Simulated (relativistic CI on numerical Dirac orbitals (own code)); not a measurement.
Spin-allowed bands of a d3 ion in an octahedral site, by hand

Problem. Take Δ = 16500 cm⁻¹ and B = 660 cm⁻¹ for a d3 ion in an octahedral site. Calculate the three spin-allowed bands.

Working.
1. The terms of highest spin are 4F (energy 0) and 4P (15B = 9900 cm⁻¹). Here the F term splits into A2 at −1.2Δ = -19800, T2 at −0.2Δ = -3300 and T1 at +0.6Δ = 9900 cm⁻¹.
2. The two T1 states mix through the element 0.4Δ: H = [[9900, 6600], [6600, 9900]], with roots ½(H₁₁ + H₂₂) ∓ ½√[(H₂₂ − H₁₁)² + 4H₁₂²] = ½(19800) ∓ ½(13200) = 3300 and 16500 cm⁻¹.
3. The ground term is 4A2 at -19800 cm⁻¹.
4. Bands: 4T2 16500 cm⁻¹ (606 nm), 4T1(F) 23100 cm⁻¹ (433 nm), 4T1(P) 36300 cm⁻¹ (275 nm).

Check. Exact diagonalisation of the whole d3 shell with these parameters gives 4T2 16500, 4T1 23100, 4T1 36300 cm⁻¹. The match is exact, since without spin-orbit coupling no other term has this spin. The ratio of the second band to the first, 1.400, depends on Δ/B = 25.0 alone, which is how a Tanabe-Sugano diagram is read.
